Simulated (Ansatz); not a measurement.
C$_{11}$H$_{13}$FTi (`[CH3][Ti]12345678([F])([C@H]9[C@@H]1[C@@H]2[C@@H]3[C@H]94)[C@H]1[C@@H]5[C@@H]6[C@@H]7[C@H]18`). Charge 0, multiplicity 1. The geometry is a stationary point of PBE0-D4/def2-TZVP.

```xyz
26

C    -1.952   -0.504   -0.911
Ti    0.105   -0.269   -0.317
F     0.740   -1.394   -1.591
C    -0.380   -2.197    1.046
C    -0.947   -1.069    1.683
C     0.100   -0.219    2.069
C     1.317   -0.809    1.647
C     1.011   -2.043    1.042
C     1.649    1.273   -1.287
C     1.366    1.737    0.011
C     0.001    2.092    0.060
C    -0.552    1.855   -1.214
C     0.465    1.347   -2.044
H    -2.239   -1.547   -0.763
H    -2.010   -0.278   -1.978
H    -2.666    0.130   -0.380
H    -0.925   -3.009    0.590
H    -2.000   -0.892    1.838
H    -0.003    0.723    2.583
H     2.307   -0.404    1.791
H     1.718   -2.704    0.565
H     2.592    0.872   -1.627
H     2.068    1.805    0.827
H    -0.529    2.478    0.917
H    -1.577    2.028   -1.499
H     0.342    0.998   -3.057
```

Problem. What is the dipole moment at r2SCAN/def2-TZVPP? (Best estimate.)

Solution. The calculation gave: 2.36 D, with components (0.40, 1.45, 1.82) D in this frame, pointing from negative to positive charge.

Problem. And with PBE, B3LYP, ωB97M-V? (Estimate.)

Solution. Computed: PBE 2.29 D, B3LYP 2.46 D, ωB97M-V 2.46 D.

Problem. Give the Mulliken charges with r2SCAN, ωB97M-V, PBE in def2-TZVPP. (Best estimate.)

Solution. Computed: 
| atom | r2SCAN | ωB97M-V | PBE |
| --- | --- | --- | --- |
| C1 | -0.37 | -0.53 | -0.45 |
| Ti2 | 0.46 | 0.35 | 0.23 |
| F3 | -0.35 | -0.32 | -0.30 |
| C4 | -0.09 | -0.13 | -0.10 |
| C5 | -0.08 | -0.11 | -0.09 |
| C6 | -0.14 | -0.15 | -0.14 |
| C7 | -0.08 | -0.12 | -0.10 |
| C8 | -0.08 | -0.09 | -0.08 |
| C9 | -0.07 | -0.06 | -0.05 |
| C10 | -0.12 | -0.17 | -0.15 |
| C11 | -0.10 | -0.09 | -0.08 |
| C12 | -0.08 | -0.15 | -0.13 |
| C13 | -0.10 | -0.10 | -0.09 |
| H14 | 0.04 | 0.10 | 0.08 |
| H15 | 0.04 | 0.11 | 0.08 |
| H16 | 0.06 | 0.13 | 0.09 |
| H17 | 0.10 | 0.13 | 0.12 |
| H18 | 0.10 | 0.13 | 0.13 |
| H19 | 0.10 | 0.13 | 0.13 |
| H20 | 0.11 | 0.13 | 0.12 |
| H21 | 0.11 | 0.14 | 0.13 |
| H22 | 0.11 | 0.14 | 0.13 |
| H23 | 0.10 | 0.13 | 0.13 |
| H24 | 0.11 | 0.13 | 0.13 |
| H25 | 0.10 | 0.14 | 0.12 |
| H26 | 0.11 | 0.14 | 0.13 |

B3LYP here is the variant with VWN-RPA as its local correlation; programs differ in this.
